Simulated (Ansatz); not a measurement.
CH₄AlClF₂Si (`F[CH]([SiH3])[Al]([F])[Cl]`). Total charge 0; spin multiplicity 1. The structure was optimised at the PBE0-D4/def2-TZVP level. It is one conformer, not always the lowest.

```xyz
10

F    -0.368    1.177   -1.512
C    -0.166    0.726   -0.196
Si    1.504   -0.161   -0.082
Al   -1.694   -0.358    0.385
F    -1.759   -0.801    1.965
Cl   -3.191   -0.990   -0.904
H    -0.108    1.609    0.457
H     2.600    0.719   -0.560
H     1.472   -1.402   -0.899
H     1.709   -0.518    1.346
```

(1) What is the dipole moment at ωB97M-V/def2-TZVPP? (Estimate.)

(2) And with PBE, r2SCAN, B3LYP? (An estimate is asked.)

(3) Give the Mulliken charges with ωB97M-V, B3LYP, PBE in def2-TZVPP. (Best estimate.)

Results:

(1) Computed: 1.48 D, with components (1.16, 0.65, 0.66) D in this frame, pointing from negative to positive charge.

(2) Ansatz gave: PBE 1.43 D, r2SCAN 1.46 D, B3LYP 1.50 D.

(3) The calculation gave: 
```
atom  ωB97M-V  B3LYP    PBE
  F1    -0.23  -0.25  -0.20
  C2    -0.14  -0.03  -0.01
 Si3     0.12   0.21   0.14
 Al4     0.67   0.67   0.58
  F5    -0.33  -0.34  -0.30
 Cl6    -0.19  -0.22  -0.20
  H7     0.12   0.10   0.10
  H8    -0.01  -0.05  -0.04
  H9    -0.02  -0.06  -0.04
 H10    -0.01  -0.05  -0.03
```

B3LYP here is the variant with VWN-RPA as its local correlation; programs differ in this.
